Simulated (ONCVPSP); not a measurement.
**La (Z = 57): one change to an ONCV potential, before and after**

```
Element                 : lanthanum (La)
Generator               : ONCVPSP 4.0.1
Type                    : optimised norm-conserving Vanderbilt (ONCV)
Functional              : PBEsol
Relativity              : fully relativistic
Frozen core             : [Kr] 4d10
Valence charge          : 11
Reference configuration : 5s2 5p6 5d1 (charge +2)
Partial waves           : 5s: rc 2.70 bohr, ncon 4, nbas 7, qcut 4.7 1/bohr, 2 projectors, debl 1.7 Ha; 5p: rc 2.00 bohr, ncon 4, nbas 8, qcut 3.3 1/bohr, 3 projectors, debl 0.4 Ha; 5d: rc 3.70 bohr, ncon 4, nbas 9, qcut 3.7 1/bohr, 3 projectors, debl 3.7 Ha; f scattering state at 0.42 Ha: rc 3.35 bohr, ncon 5, nbas 9, qcut 3.7 1/bohr, 2 projectors, debl 1.5 Ha
Local potential         : polynomial inside 1.40 bohr (lpopt 5, dvloc0 2 Ha)
Core correction         : none
```

Open shells are filled in proportion to 2j + 1.

In the s channel the program set the typed energies aside and used -1.893, 0.050 Ha. In the p channel the program set the typed energies aside and used -1.254, 0.250, 0.650 Ha (j = l + 1/2; the other j can differ). In the f channel the program set the typed energies aside and used -0.621, 0.879 Ha (j = l + 1/2; the other j can differ).

Change: local potential polynomial inside 1.40 bohr (lpopt 5, dvloc0 9.5 Ha).

Cutoffs: the cutoffs (Ha) at which the residual kinetic energy of the hardest occupied pseudo-wave falls to 1 and 0.1 mHa per electron; they do not see the model core or the augmentation charge, which bear on the density cutoff. Errors are all-electron minus pseudo energies relative to the spin-unpolarised reference configuration.

**Question.** How do hardness, ghosts and transferability respond?

**Answer.** The potential gets neither clearly harder nor softer (33 Ha and 51 Ha → 33 Ha and 51 Ha); the bound ghosts move from d to d, p; the lowest positive-energy flag moves from s at 14.4 eV to d3/2 at 73.5 eV; of the 4 tests that both files solve, the error grows in 2 and shrinks in 0 by more than 15 % and 0.3 meV (median size 26.3 → 29.3 meV); the range in which the s phases agree widens (upper end 0.5 → 2.9). In the separable form a ghost depends on how the local part lies against the semilocal potential of the channel, so the choice of the local part can create or remove one.

```csv
quantity,base,changed
"cutoff, loose",33 Ha,33 Ha
"cutoff, tight",51 Ha,51 Ha
bound ghosts,d3/2,"d5/2, p1/2"
GHOST(+) flags under 300 eV,s at 14.4 eV,d3/2 at 73.5 eV
"error for 5s2 5p6 5d1 6s2, meV [ΔE -16.85 eV]",-57,-70
"error for 5s2 5p6 5d1 6s1, meV [ΔE -10.85 eV]",-21,-27
"error for 5s2 5p6 5d0, meV [ΔE 18.90 eV]",+32,+31
"error for 5s2 5p6 5d1 6p1, meV [ΔE -7.87 eV]",-9.3,-10
s: phases at 2.74 bohr within 0.05 rad from the reference energy up to (Ha; the scan ends near 5),0.5,2.9
p3/2: phases at 2.03 bohr within 0.05 rad from the reference energy up to (Ha; the scan ends near 5),to the end of the scan,to the end of the scan
p1/2: phases at 2.03 bohr within 0.05 rad from the reference energy up to (Ha; the scan ends near 5),to the end of the scan,to the end of the scan
d5/2: phases at 3.76 bohr within 0.05 rad from the reference energy up to (Ha; the scan ends near 5),-0.4,-0.4
d3/2: phases at 3.76 bohr within 0.05 rad from the reference energy up to (Ha; the scan ends near 5),-0.4,-0.4
f7/2: phases at 3.40 bohr within 0.05 rad from the reference energy up to (Ha; the scan ends near 5),-0.2,-0.2
f5/2: phases at 3.40 bohr within 0.05 rad from the reference energy up to (Ha; the scan ends near 5),-0.2,-0.2
```

 A true bound ghost makes a file unfit for plane-wave use even where its test errors are small: the radial tests pick states by their node count and pass the ghost by.
